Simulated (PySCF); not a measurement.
Vertical excitations of a molecule C₂H₇AlFN from TDA-ωB97X/def2-SVPD in PySCF, as energy in eV (oscillator strength): 5.84 (0.020), 6.02 (0.163), 6.84 (0.018), 7.43 (0.014), 7.74 (0.108), 8.13 (0.009), 8.35 (0.003), 8.61 (0.012), 8.61 (0.075), 8.75 (0.122). Lowest triplet (TDA): 5.12 eV. Geometry: PBE-D3(BJ)/def2-SVP. Other conformers were not sampled.

Task: Pick the molecule that these values belong to.
A. C[NH][Al]([CH3])[F]
B. C[N](C)[AlH][F]
C. C[CH2][Al]([NH2])[F]

Result: B, C[N](C)[AlH][F]
